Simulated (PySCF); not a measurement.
## Ionisation energy of C²⁺ by level of theory

C²⁺ [He] 2s2 (1S) → C³⁺ [He] 2s1 (2S), as a difference of total energies. All numbers are calculated (PySCF 2.14, the spin-free X2C one-electron Hamiltonian (Gaussian nucleus), in aug-cc-pVDZ-DK). Correlated levels: valence: 1s2 frozen. The calculations carry no spin-orbit coupling.

```csv
method,ionisation energy (eV),error (eV)
UHF,45.845,-2.043
r2SCAN,46.671,-1.217
PBE0,47.109,-0.779
MP2 (valence),46.922,-0.966
SCS-MP2 (valence),47.137,-0.751
CCSD (valence),47.802,-0.086
```

Reference: 47.888 eV (measured; NIST Atomic Spectra Database, ionization energies).

Errors of the correlated levels include the incompleteness of this basis and the frozen core.

With two correlated electrons CCSD is exact in that space.

The coupled-cluster amplitudes are large for C²⁺ (T1 above 0.03 or a double amplitude above 0.15), so a single reference is strained.
